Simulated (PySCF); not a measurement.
## Copper: a sound run and one with changed settings

Sound run: Cu [Ar] 3d10 4s1, Cu⁺ [Ar] 3d10. Computed with PySCF 2.14 in jorge-DZP-DKH (8s6p2d1f, 43 functions), with scalar relativity by spin-free X2C-1e. The sound run starts from symmetry-adapted Hartree-Fock orbitals and uses a fine grid where one is needed.

Changed run: initial guess atom, at most 2 SCF cycles. This setting is unsound on purpose.

```tsv
species	method	sound run (hartree)	changed run (hartree)	converged
Cu	UHF	-1653.03659	-1653.03166	no
Cu	M06-L	-1654.55395	-1653.67747	no
Cu	r2SCAN	-1654.60600	-1653.73791	no
Cu⁺	UHF	-1652.79970	-1652.79824	no
Cu⁺	M06-L	-1654.28784	-1652.32681	no
Cu⁺	r2SCAN	-1654.32437	-1652.30628	no
```

The SCF was stopped early; the energies are upper bounds that still move, and correlated levels were skipped or rest on poor orbitals.
